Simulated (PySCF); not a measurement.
Compound: CH6GaNSi.
Geometry (PBE0-D3(BJ)/def2-SVP, Å), atoms numbered from 1 in this order:
```
atom  x, y, z in Å
Si1    2.4955   -0.1975    0.4219
C2     0.6328   -0.0462    0.2932
N3    -0.5160    0.0424    0.2187
Ga4   -2.6529    0.1951    0.0953
H5     3.0209    1.1880    0.5127
H6     2.9428   -0.8951   -0.8100
H7     2.7634   -0.9881    1.6497
H8    -2.8315   -0.5423   -1.2891
H9    -2.7473    1.7706    0.1243
H10   -2.9831   -0.6035    1.4166
```

Computed, not measured: PBE0-D3(BJ)/def2-SVP geometry optimisation, gas phase (PySCF 2.14.0).

Masses are those of the commonest isotopes; rigid-rotor values at the optimised geometry. 

(1) What are A, B and C (MHz)?

(2) Classify the top.

(3) Where do the R-branch lines fall?

(4) Estimate the classical rotational partition function at 25 K, 298.15 K and 500 K.

Results:

(1) Ia = 13.56, Ib = 632.73, Ic = 632.74 u·Å²; 505379 MHz·u·Å²/I gives A = 37278, B = 798.7, C = 798.7 MHz.

(2) A prolate symmetric top, as the point group C3v requires two equal moments. Ray's parameter κ = (2B − A − C)/(A − C) = -1.000; −1 is the prolate and +1 the oblate limit.

(3) The dipole of 7.27 D lies along the symmetry axis, so ΔK = 0 and J+1 ← J falls at 2B(J+1) for every K: 1.60 GHz, 3.19 GHz, 4.79 GHz, 6.39 GHz, 7.99 GHz for J = 0 to 4.

(4) Point group C3v, symmetry number σ = 3; q = (√π/σ)·√((kT/h)³/(ABC)), k/h = 20836.6 MHz/K: 1440 at 25 K, 59300 at 298.15 K, 129000 at 500 K.

Whether it is a minimum is left open (no frequencies). No vibrational averaging or centrifugal distortion is included, and the geometry carries the error of its method.
